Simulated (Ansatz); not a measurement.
Species: sum formula HSiOCl2 (charge 0, doublet). It need not be the lowest isomer of its formula. 
Geometry from a B3LYP-D3(BJ)/def2-TZVP (Ansatz, a program for electronic structure) optimisation:
SMILES: [SiH]([O])(Cl)Cl
```xyz
5

O     -0.1808     1.8145    -0.6965
Si    -0.0287     0.4936     0.2800
Cl     1.7025    -0.5267    -0.0707
Cl    -1.5925    -0.7998     0.0729
H     -0.0227     1.1224     1.6142
```
Charge 0, spin multiplicity 2.

Total electronic energies in hartree. Correlated levels leave the core frozen unless marked. UHF or UKS for open shells. Spin-orbit coupling is left out. No relativistic terms. CBS(X,Y): correlation extrapolated as X^-3; Hartree-Fock from the larger set (for Q and 5 zeta extrapolated as (X+1)exp(-9√X)). [CCSD(T)-MP2]/basis is that difference in the basis named.

| level | program | energy (Eh) |
|---|---|---|
| PBE0-D3(BJ)/def2-TZVP | Ansatz + dftd3 | -1285.35260 |
| B2PLYP/def2-TZVPD | Ansatz | -1285.42519 |
| PBE-QIDH/def2-TZVPD | Ansatz | -1285.08456 |
| MP2/cc-pV(Q+d)Z | Ansatz | -1284.32349 |
| SCS-MP2/cc-pV(5+d)Z | Ansatz | -1284.35436 |
| CCSD/CBS(cc-pV(T+d)Z,cc-pV(Q+d)Z) | Ansatz | -1284.4134 |
| CCSD(T)/def2-QZVPP | Ansatz | -1284.40561 |
| RI-MP2/CBS(cc-pV(T+d)Z,cc-pV(Q+d)Z)+[CCSD(T)-MP2]/cc-pV(Q+d)Z | Ansatz | -1284.4506 |
| CCSD(T)/CBS(cc-pV(Q+d)Z,cc-pV(5+d)Z) | Ansatz | -1284.4530 |

Totals of different functionals don't rank their quality; only differences between species are comparable.
